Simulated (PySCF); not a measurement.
A side-by-side comparison of computed properties.

First species: (trifluorovinyl)benzene, C8H5F3.
SMILES: `FC(F)=C(F)c1ccccc1`

Second species: GaCl2(NH2).
SMILES: `[NH2][Ga]([Cl])[Cl]`

Levels: wB97X-D/def2-SVPD for HOMO energy, LUMO energy, HOMO–LUMO gap and static isotropic polarisability; TDDFT wB97X-D/def2-SVPD for lowest singlet excitation. Geometries: PBE0-D3(BJ)/def2-SVP. Each structure is a single optimised conformer of the isolated species, non-relativistic unless stated. Electronic properties by PySCF.

The conformers computed, where there is a choice (atom-mapped SMILES and torsion angles):
- `[F:1][C:2]([F:3])=[C:4]([F:5])[c:6]1[cH:7][cH:8][cH:9][cH:10][cH:11]1`: C2–C4–C6–C7 179°

Values for the first species:

| Quantity | Value |
| --- | --- |
| HOMO energy | -8.46 eV |
| LUMO energy | 0.42 eV |
| HOMO–LUMO gap | 8.88 eV |
| Lowest singlet excitation | 5.11 eV |
| Static isotropic polarisability | 97.9 au |

Task: Estimate the same properties for the second species, and the change in each.

Result: 
| property | first | second | second less first |
| --- | --- | --- | --- |
| HOMO energy | -8.46 eV | -10.16 eV | -1.70 eV |
| LUMO energy | 0.42 eV | 0.26 eV | -0.16 eV |
| HOMO–LUMO gap | 8.88 eV | 10.42 eV | +1.54 eV |
| lowest singlet excitation | 5.11 eV | 5.79 eV | +0.68 eV |
| static isotropic polarisability | 97.9 au | 61.6 au | -36.3 au |

On the first: S1 lies 3.77 eV below the HOMO–LUMO gap; its leading configuration is HOMO→LUMO+1, weight 0.49, beside HOMO−1→LUMO, weight 0.40. In wavenumbers S1 is 41200 cm⁻¹ (1 eV = 8065.54 cm⁻¹).

On the second: No computed singlet falls in the visible range (750 to 380 nm, 1.65 to 3.26 eV); S1 lies 2.53 eV above its blue end. The principal polarisabilities are 48.0, 66.0 and 70.8 au; their mean is the isotropic value. Relativistic effects, spin–orbit coupling among them, are left out although an element past zinc is present.
